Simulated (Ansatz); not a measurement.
Cost and result up the ladder for Pt(PH3)2 (P2PtH6) (9 atoms). Total charge 0; singlet. Geometry: PBE0-D4/def2-SVP.

| atom | x (Å) | y (Å) | z (Å) |
| --- | --- | --- | --- |
| Pt1 | 0.001 | 0.002 | -0.006 |
| P2 | -1.312 | 1.802 | 0.226 |
| H3 | -0.956 | 2.823 | 1.149 |
| H4 | -2.662 | 1.644 | 0.642 |
| H5 | -1.565 | 2.646 | -0.891 |
| P6 | 1.313 | -1.801 | -0.228 |
| H7 | 2.633 | -1.660 | -0.736 |
| H8 | 0.908 | -2.873 | -1.070 |
| H9 | 1.640 | -2.582 | 0.915 |

Ansatz on 4 threads of AMD EPYC 7B13 on a shared host. Times are rough, and most runs start from the orbitals of an earlier one. ωB97X-V/def2-TZVP serves as the yardstick here, not as an exact answer. Differences are given only for rows in sets of like size (and for xTB, whose basis is part of the method), since another set adds its own error. Binding counts from free atoms at the same level (Pt triplet, P quartet, H doublet; other spins of the atoms weren't run), without zero-point energy or a counterpoise term.

In the def2 sets Pt takes a core potential; there is no spin–orbit coupling. HSE06 is defined as in plane-wave codes, on full-range PBE exchange. Correlated methods freeze 10 core orbitals; core or outer-core shells of Pt are correlated, in sets that lack core-valence functions.

Correlated methods converge slowly with the basis.

```json
{"level": "PBE-D4/def2-SVP", "functions": "98", "wall time": "0.7 s", "binding energy per atom (eV)": "2.85", "difference from ωB97X-V/def2-TZVP (eV)": "–", "remarks": "–"}
{"level": "HF/def2-TZVP", "functions": "150", "wall time": "0.8 s", "binding energy per atom (eV)": "1.90", "difference from ωB97X-V/def2-TZVP (eV)": "-1.00", "remarks": "–"}
{"level": "PBE-D4/def2-TZVP", "functions": "150", "wall time": "1 s", "binding energy per atom (eV)": "2.91", "difference from ωB97X-V/def2-TZVP (eV)": "0.00", "remarks": "–"}
{"level": "PBE0-D4/def2-SVP", "functions": "98", "wall time": "1 s", "binding energy per atom (eV)": "2.79", "difference from ωB97X-V/def2-TZVP (eV)": "–", "remarks": "–"}
{"level": "MP2/def2-TZVP", "functions": "150", "wall time": "1.1 s", "binding energy per atom (eV)": "2.78", "difference from ωB97X-V/def2-TZVP (eV)": "-0.13", "remarks": "test for broken spin undecided"}
{"level": "HSE06-D4/def2-TZVP", "functions": "150", "wall time": "1.4 s", "binding energy per atom (eV)": "2.85", "difference from ωB97X-V/def2-TZVP (eV)": "-0.06", "remarks": "–"}
{"level": "BHLYP-D4/def2-TZVP", "functions": "150", "wall time": "1.4 s", "binding energy per atom (eV)": "2.79", "difference from ωB97X-V/def2-TZVP (eV)": "-0.11", "remarks": "–"}
{"level": "PBE-D4/def2-TZVPD", "functions": "183", "wall time": "1.5 s", "binding energy per atom (eV)": "2.91", "difference from ωB97X-V/def2-TZVP (eV)": "0.01", "remarks": "–"}
{"level": "r2SCAN-D4/def2-TZVP", "functions": "150", "wall time": "1.9 s", "binding energy per atom (eV)": "2.90", "difference from ωB97X-V/def2-TZVP (eV)": "-0.01", "remarks": "–"}
{"level": "PBE0-D4/def2-TZVP (with forces)", "functions": "150", "wall time": "1.9 s", "binding energy per atom (eV)": "2.84", "difference from ωB97X-V/def2-TZVP (eV)": "-0.06", "remarks": "–"}
{"level": "PBE0-D4/def2-TZVPD", "functions": "183", "wall time": "1.9 s", "binding energy per atom (eV)": "2.85", "difference from ωB97X-V/def2-TZVP (eV)": "-0.06", "remarks": "–"}
{"level": "r2SCAN0-D4/def2-TZVP", "functions": "150", "wall time": "2.2 s", "binding energy per atom (eV)": "2.84", "difference from ωB97X-V/def2-TZVP (eV)": "-0.06", "remarks": "–"}
{"level": "r2SCAN-D4/def2-TZVPD", "functions": "183", "wall time": "2.6 s", "binding energy per atom (eV)": "2.90", "difference from ωB97X-V/def2-TZVP (eV)": "0.00", "remarks": "–"}
{"level": "ωB97X-V/def2-TZVP", "functions": "150", "wall time": "3.5 s", "binding energy per atom (eV)": "2.90", "difference from ωB97X-V/def2-TZVP (eV)": "0.00", "remarks": "–"}
```
